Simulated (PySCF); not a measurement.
## The 6-electron isoelectronic series, non-relativistic

All values are computed (PySCF 2.14, energy differences of UHF-based or UKS calculations, no spin-orbit coupling). Each ion has its own even-tempered basis scaled to its charge (17s10p5d5f4g for the first); frozen: nothing. Ionisation energies in eV, correlation energies of the ion in mhartree.

```
  ion      configuration      UHF      LDA      PBE     PBE0   r2SCAN  MP2 (all electrons)  E_corr MP2  NIST (with spin-orbit, Breit and QED)
Te⁴⁶⁺  [He] 2s2 2p2 (3P)   7922.1   7917.3   7920.5   7921.1   7924.5               7920.6      -248.6                           8240 ± 4 (t)
Xe⁴⁸⁺  [He] 2s2 2p2 (3P)   8592.8   8587.6   8591.0   8591.7   8595.1               8591.1      -252.1                           8971 ± 4 (t)
Ba⁵⁰⁺  [He] 2s2 2p2 (3P)   9290.6   9285.1   9288.7   9289.4   9293.0               9288.8      -255.5                           9739 ± 4 (t)
Ce⁵²⁺  [He] 2s2 2p2 (3P)  10015.6  10009.8  10013.6  10014.4  10018.1              10013.8      -259.1                          10542 ± 4 (t)
Nd⁵⁴⁺  [He] 2s2 2p2 (3P)  10767.9  10761.8  10765.7  10766.5  10770.4              10765.9      -262.6                          11384 ± 5 (t)
Sm⁵⁶⁺  [He] 2s2 2p2 (3P)  11547.3  11541.0  11545.1  11545.9  11549.9              11545.3      -266.2                          12264 ± 5 (t)
Gd⁵⁸⁺  [He] 2s2 2p2 (3P)  12354.0  12347.3  12351.6  12352.5  12356.6              12351.8      -269.7                          13183 ± 6 (t)
Dy⁶⁰⁺  [He] 2s2 2p2 (3P)  13187.9  13180.9  13185.4  13186.3  13190.5              13185.6      -273.2                         14144 ± 10 (t)
Er⁶²⁺  [He] 2s2 2p2 (3P)  14049.0  14041.7  14046.4  14047.3  14051.7              14046.6      -276.8                         15146 ± 15 (t)
Yb⁶⁴⁺  [He] 2s2 2p2 (3P)  14937.3  14929.7  14934.6  14935.5  14940.1              14934.8      -280.4                         16191 ± 24 (t)
```

Each ion has its own basis, which adds noise of up to about 0.1 % along the series.

NIST values marked (s) are semi-empirical, (t) theoretical. Open shells are high-spin determinants of the terms that Hund's rules give.

All relativistic terms are absent from the calculated values; where these lie close to NIST, scalar and spin-orbit shifts of opposite sign can cancel.
